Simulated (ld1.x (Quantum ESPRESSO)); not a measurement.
Logarithmic derivatives: Ni, TM

```
Element                 : Ni (Z = 28)
Generator               : ld1.x (Quantum ESPRESSO) 7.5
Type                    : norm-conserving Troullier–Martins (Kleinman–Bylander form)
Functional              : LDA (PZ)
Relativity              : scalar-relativistic
Frozen core             : [Ne] 3s2
Valence charge          : 16
Reference configuration : 3p6 3d7 4s0 4p0 (charge +3)
Partial waves           : 4s (bound, empty): rc 1.70 bohr; 3d (bound): rc 1.40 bohr; 3p (bound): rc 1.00 bohr
Local potential         : the p channel
Core correction         : a·sin(br)/r model core inside 0.80 bohr
```

The phase is arctan(r·u′/u) with u = r·R(r), unwrapped; energies in Ry, scanned from -10 to 5 Ry. A pole is an energy at which the radial function vanishes at the test radius. The pseudo phase is shifted by a multiple of π to meet the all-electron one at the reference energy, and phase errors are pseudo minus all-electron; the curves can meet again beyond the range given. Levels narrower than the energy grid can be missing from the lists of poles.

```tsv
channel	radius (bohr)	reference energy (Ry)	poles, all-electron	poles, pseudo	unbroken range about the reference energy with phases within 0.05 rad	phase error 1 Ry above the reference energy (rad)
s	1.84	-2.47	2.86	2.06	below 2.6	-0.010
p	1.84	-8.13	-8.01, 4.33	-8.01, 4.16	the whole range	-0.000
d	1.84	-3.48	-3.13	-3.13	below 0.1	+0.003
```

Note: ghost state, extra bound levels that the all-electron valence spectrum of the same l lacks: s at -139.8 eV. A true bound ghost makes a file unfit for plane-wave use.

Phases in the s channel:

| E (Ry) | all-electron | pseudo |
| --- | --- | --- |
| -10.00 | 1.379 | 1.393 |
| -9.76 | 1.371 | 1.371 |
| -9.52 | 1.363 | 1.359 |
| -9.28 | 1.356 | 1.351 |
| -9.04 | 1.349 | 1.343 |
| -8.80 | 1.343 | 1.336 |
| -8.56 | 1.336 | 1.329 |
| -8.32 | 1.329 | 1.322 |
| -8.08 | 1.321 | 1.315 |
| -7.84 | 1.314 | 1.307 |
| -7.60 | 1.305 | 1.299 |
| -7.36 | 1.296 | 1.290 |
| -7.12 | 1.287 | 1.281 |
| -6.88 | 1.277 | 1.270 |
| -6.64 | 1.266 | 1.259 |
| -6.40 | 1.253 | 1.247 |
| -6.16 | 1.240 | 1.233 |
| -5.92 | 1.224 | 1.218 |
| -5.68 | 1.207 | 1.201 |
| -5.44 | 1.188 | 1.181 |
| -5.20 | 1.166 | 1.159 |
| -4.96 | 1.140 | 1.134 |
| -4.72 | 1.111 | 1.104 |
| -4.48 | 1.075 | 1.069 |
| -4.24 | 1.033 | 1.027 |
| -4.00 | 0.982 | 0.976 |
| -3.76 | 0.918 | 0.913 |
| -3.52 | 0.837 | 0.833 |
| -3.28 | 0.734 | 0.730 |
| -3.04 | 0.599 | 0.596 |
| -2.80 | 0.422 | 0.421 |
| -2.56 | 0.200 | 0.200 |
| -2.32 | -0.060 | -0.061 |
| -2.08 | -0.330 | -0.332 |
| -1.84 | -0.574 | -0.579 |
| -1.60 | -0.772 | -0.781 |
| -1.36 | -0.927 | -0.938 |
| -1.12 | -1.045 | -1.058 |
| -0.88 | -1.137 | -1.151 |
| -0.64 | -1.208 | -1.225 |
| -0.40 | -1.266 | -1.284 |
| -0.16 | -1.313 | -1.333 |
| 0.08 | -1.352 | -1.373 |
| 0.32 | -1.385 | -1.408 |
| 0.56 | -1.414 | -1.438 |
| 0.80 | -1.438 | -1.465 |
| 1.04 | -1.460 | -1.488 |
| 1.28 | -1.479 | -1.510 |
| 1.52 | -1.497 | -1.530 |
| 1.76 | -1.512 | -1.549 |
| 2.00 | -1.527 | -1.566 |
| 2.24 | -1.540 | -1.583 |
| 2.48 | -1.553 | -1.600 |
| 2.72 | -1.565 | -1.617 |
| 2.96 | -1.575 | -1.634 |
| 3.20 | -1.586 | -1.651 |
| 3.44 | -1.596 | -1.670 |
| 3.68 | -1.606 | -1.690 |
| 3.92 | -1.616 | -1.711 |
| 4.16 | -1.625 | -1.736 |
| 4.40 | -1.635 | -1.764 |
| 4.64 | -1.644 | -1.797 |
| 4.88 | -1.653 | -1.837 |
